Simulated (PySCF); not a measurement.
```xyz
3
charge 0 multiplicity 4, angstrom
Mo   -0.7680    0.0000   -0.4699
O    -2.3464    0.0000    0.0579
Br    1.4283    0.0000    0.5709
```

Method: UPBE0/[Mo def2-TZVP with ECP28, O def2-TZVP, Br def2-TZVP], scalar-relativistic core potentials, density fitting, no spin–orbit coupling, PySCF.

This geometry of MoOBr is a stationary point at this level.

Question: What is the point group?

Answer: Cs.

Question: Is it a minimum?

Answer: Yes: all harmonic wavenumbers are real.

Question: Give the atomic charges and bond orders.

Answer: 
```
atom  Mulliken  Löwdin  polar tensor  spin (Mulliken)  Mayer order to Mo1
 Mo1      0.93    0.26          1.21             3.17                   –
  O2     -0.52   -0.26         -0.73            -0.13                2.13
 Br3     -0.40    0.00         -0.48            -0.04                0.99
```

Question: Give the ideal-gas entropy at 298.15 K and 1 bar by parts.

Answer: translation 174.5, rotation 108.4, vibration 18.9, spin 11.5; total 313.3 J/(mol K).

Question: What is the atomisation energy, with and without zero-point energy?

Answer: 896 kJ/mol without, 887 kJ/mol with.

Only a few start shapes were tried, so a lower isomer may exist. Other spin states or occupations of the open shell can lie lower.
